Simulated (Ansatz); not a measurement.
`C[SiH](O)O` → `OO` + `C[SiH]` at 298.15 K and 1 bar (silylene formation by 1,1-elimination).

Isolated molecules relaxed with PBE0-D4/def2-TZVP in Ansatz; ΔE leaves out vibrations. CCSD(T)/CBS is the MP2 limit (def2-TZVPP, def2-QZVPP) plus CCSD(T) − MP2 in def2-TZVPP, frozen cores. This one scheme is used for every species. One conformer a species, not always the lowest.

```
     species  CCSD(T)/CBS energy (Eh)  H − E (kJ/mol)  S (J/(mol·K))
`C[SiH](O)O`               -481.21022           214.1          320.8
        `OO`               -151.44260            81.6          226.7
    `C[SiH]`               -329.46712           122.3          261.2
```

H − E and S are ideal-gas, rigid-rotor, harmonic terms from PBE0-D4/def2-TZVP, for one conformer and one mirror image of each species. 1 Eh = 2625.50 kJ/mol, R = 8.31446 J/(mol·K).

**Question.** By hand: ΔE, ΔH, ΔS and ΔG.

**Answer.** ΔE = (-151.44260) + (-329.46712) − (-481.21022) = 0.30050 Eh = 789.0 kJ/mol. Δ(H − E) = 81.6 + 122.3 − 214.1 = -10.2, so ΔH = 778.8 kJ/mol. ΔS = 226.7 + 261.2 − 320.8 = 167.1 J/(mol·K). ΔG = 778.8 − 298.15 × (167.1)/1000 = 729.0 kJ/mol.

**Question.** By hand: the equilibrium constant, and the temperature at which ΔG would vanish if ΔH and ΔS stayed fixed.

**Answer.** log₁₀ K = −ΔG/(RT ln 10) = -127.7. ΔG = 0 at ΔH/ΔS = 4661 K, far beyond where these terms or the molecules hold.

The number of gas molecules changes by +1, which sets the sign of ΔS. A doubt of 5 kJ/mol in ΔE shifts log₁₀ K by 0.9 here. Other conformers and mirror images would add mixing entropy, several J/(mol·K) or more a flexible species. These are equilibria of isolated gas molecules and say nothing of rates. Largest T1 diagnostic: 0.012 (customary marks: 0.02 for closed shells, 0.045 for open ones).
